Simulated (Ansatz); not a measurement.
Compare A (`N[C@@H](F)[Si@@H](O)F`) with its isomer B (`NC(F)(F)O[SiH3]`).

Program: Ansatz. Geometries: PBE0-D4/def2-TZVP. ΔE: electronic, gas phase. CCSD(T)/CBS adds triple-zeta CCSD(T) − MP2 to the extrapolated MP2 energy (def2 sets, frozen cores). Functionals use def2-TZVPP. B3LYP here is the variant with VWN-RPA as its local correlation; programs differ in this. One conformer a species, not always the lowest.

(1) Which is lower in electronic energy at CCSD(T)/CBS, and by how much? (An estimate is asked.)

(2) Give E(B) − E(A) in kcal/mol with MP2/def2-TZVPP, B3LYP, CCSD(T)/def2-TZVPP, PBE-D4, HF/def2-TZVPP, CCSD/def2-TZVPP, r2SCAN-D4. (An estimate is asked.)

Largest T1 diagnostic: 0.012.

Answers

(1) Computed: A, by 49.1 kcal/mol.

(2) Ansatz gave: MP2/def2-TZVPP 49.0, B3LYP 47.1, CCSD(T)/def2-TZVPP 46.1, PBE-D4 46.1, HF/def2-TZVPP 41.5, CCSD/def2-TZVPP 46.1, r2SCAN-D4 45.4. None reverses the order clearly.

From PBE to PBE0 (25 % exact exchange), in def2-TZVPP and without D4, E(B) − E(A) moves by −0.9 kcal/mol. In def2-TZVPP, CCSD(T) changes the Hartree–Fock value by +4.6 kcal/mol (the triples alone add −0.0 kcal/mol) and MP2 by +7.6 kcal/mol.
